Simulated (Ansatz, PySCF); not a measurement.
Lewis adduct: AlF2H (SMILES [F][AlH][F]) (first 4 atoms) with NH3 (SMILES N); geometry from B3LYP-D3(BJ)/def2-TZVP, rigid monomers moved along the line of their centres of mass till Al2···N5 is 3.64 Å.
(charge 0, multiplicity 1):
```xyz
8

F      1.22791     0.74734     0.62885
Al    -0.27665     0.27817     1.18905
F     -0.70809    -1.29945     0.83888
H     -1.41822     1.36068     1.21564
N      0.43905    -0.03409     4.74294
H      0.79666     0.80942     5.18295
H     -0.33182    -0.38420     5.30526
H      1.17937    -0.73192     4.76329
```

Monomers are frozen at their geometry in the pair; levels with a basis set take the counterpoise correction. Rows marked so take none.

Rows in 3-21G, STO-3G carry no dispersion term and start afresh at each structure.

Codes used: Ansatz (a program for electronic structure); PySCF for 3-21G rows, STO-3G rows. 

One of these levels gives -23.3 kJ/mol for the interaction energy. Which?
(A) HF/aug-cc-pV(D+d)Z
(B) HF/STO-3G (no counterpoise)
(C) HF/3-21G (no counterpoise)

B, HF/STO-3G (no counterpoise). The others give -57.7 (HF/3-21G (no counterpoise)), -33.7 (HF/aug-cc-pV(D+d)Z)
